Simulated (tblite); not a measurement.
A tight-binding relaxation on `c1c2c(c(ccc2)C#N)c2c3c(cccc3)ccc2c1`.

Computed with GFN2-xTB geometry optimisation, gas phase (tblite 0.8.0). Start geometry: from a force field or distance geometry. A driver script takes a list of jobs; this job's settings line and coordinates (Å) are shown.

Input:
```
{"job": {"kind": "relax", "xc": "GFN2-xTB", "basis": "xTB"}, "charge": 0, "multiplicity": 1}
N     -0.038100    -2.015400    -2.607700
C     -0.626000    -1.733600    -1.593900
C     -1.380700    -1.381600    -0.269200
C     -2.533400    -2.132500    -0.292200
C     -3.651600    -1.514600     0.311300
C     -3.554400    -0.235500     0.822800
C     -2.355200     0.428600     0.780400
C     -2.277900     1.799800     1.095000
C     -1.131500     2.525300     0.866800
C      0.023600     1.954800     0.340600
C      1.160400     2.684500     0.238500
C      2.313500     2.034400    -0.145400
C      2.318000     0.658000    -0.409900
C      3.567900     0.103200    -0.523900
C      3.669600    -1.250100    -0.475600
C      2.545600    -2.001800    -0.318400
C      1.311700    -1.402200    -0.228400
C      1.120600    -0.015000    -0.284100
C     -0.062700     0.591000     0.071400
C     -1.170000    -0.130300     0.240100
H     -2.607000    -3.123000    -0.690000
H     -4.593500    -2.035600     0.351600
H     -4.409900     0.265700     1.285900
H     -3.153300     2.283100     1.512700
H     -1.132600     3.576500     1.106700
H      1.136400     3.738800     0.469400
H      3.213100     2.607100    -0.239400
H      4.456600     0.688400    -0.629500
H      4.615600    -1.753100    -0.558900
H      2.663000    -3.085000    -0.286800
H      0.550000    -2.100300     0.074500
```

Output:
```
step      E/eV     max force
  0   -1336.03130    6.476
  1   -1336.58050   15.657
  2   -1336.89364    8.524
  3   -1337.51565    2.900
  4   -1337.68984    0.983
  5   -1337.80766    1.805
  6   -1337.90370    1.273
  7   -1337.95568    0.444
  8   -1337.99714    0.664
  9   -1338.04375    0.771
... (59 lines left out)
 69   -1338.23824    0.017
 70   -1338.23830    0.014
 71   -1338.23834    0.016
 72   -1338.23838    0.012
 73   -1338.23842    0.010
 74   -1338.23845    0.011
 75   -1338.23848    0.015
 76   -1338.23851    0.017
 77   -1338.23855    0.012
 78   -1338.23857    0.009
```

«max force» is the largest atomic force in eV/Å.

Task: From which step on does the largest force stay under 0.1 eV/Å, and how much energy is left to gain from there?

Result: From step 26 (0.085 eV/Å), 29.0 meV above the end.

In short: energy lowered by 50.9 kcal/mol over 78 steps; largest atomic force 0.009 eV/Å at the end.

Hardware: one thread, Arm Neoverse V2 (aarch64), no GPU (shared host). Cost: 1.3 s.
Labels such as C1 count atoms from 1, the log's own numbers from 0.
